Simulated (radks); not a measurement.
Numerical settings for the nitrogen ion N3+, [He] 2s2. Method: Dirac Kohn-Sham, PBE, spin-unpolarised, spherical densities, point nucleus; computed with a radial shooting solver on a logarithmic mesh with Libxc functionals. The defaults (mesh step 0.008 in ln r, mesh end at 40 bohr or more with all orbitals vanishing there, Anderson mixing 0.5 over 9 steps, residual threshold near 1e-9 with the energy settled to 1e-9 hartree or 1e-11 of itself, here a cap of 50 iterations) give E = -51.1630 hartree and 2s1/2 at -68.124 eV in 13 iterations. Run on one thread of a shared host, so times are rough (Arm Neoverse N1): 0.04 s of CPU time, 0.04 s wall, 13 iterations on 2476 mesh points. Changes against that run (0 stands for a change within the tolerance of the run):

setting,iterations,converged,E (mhartree),e(2s1/2) (meV),CPU (s)
mesh step in ln r 0.2,50,no,-3.22e+05,-,0.06
mesh step in ln r 0.005,13,yes,0,0,0.06
mesh step in ln r 0.05,13,yes,-0.000101,0,0.02
mesh end (bohr) 400,13,yes,0,0,0.05
mesh end (bohr) 5,13,yes,+0.011,+0.615,0.04
residual threshold 0.1,7,yes,0,0,0.03
residual threshold 1e-16,50,no,0,0,0.14
mixing 2.5,14,yes,0,0,0.05
"linear mixing, mixing 1",12,yes,0,0,0.04
"linear mixing, mixing 0.05",50,no,+0.43,-1.52e+03,0.13
mixing history 2,19,yes,0,0,0.05
iteration cap 5,5,no,0,+5.81,0.02

No run marked as converged misses the energy by more than 1 mhartree. A mesh that ends early acts as a hard wall.
